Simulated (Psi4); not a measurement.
Input for Psi4:
```
memory 2 GB

molecule mol {
-1 1
  F    -0.997466   -1.120591   -0.700975
  Si    0.012747   -0.036997    0.017940
  F     1.180667   -0.530930   -1.032554
  F    -0.958229   -0.114684    1.345612
  F    -0.464702    1.348779   -0.654022
  F     1.219903    0.474977    1.014033
}

set basis sto-3g
set reference rks

energy('bhhlyp')
print_variables()
```

Problem. What does this run give for the total energy, nuclear repulsion energy, number of basis functions?

Solution. 
The total energy is -777.9430 Eh and the nuclear repulsion energy is 372.9278 Eh. The number of basis functions comes out as 34.

A gas-phase anion may not be bound at this level; its values then depend on the basis.
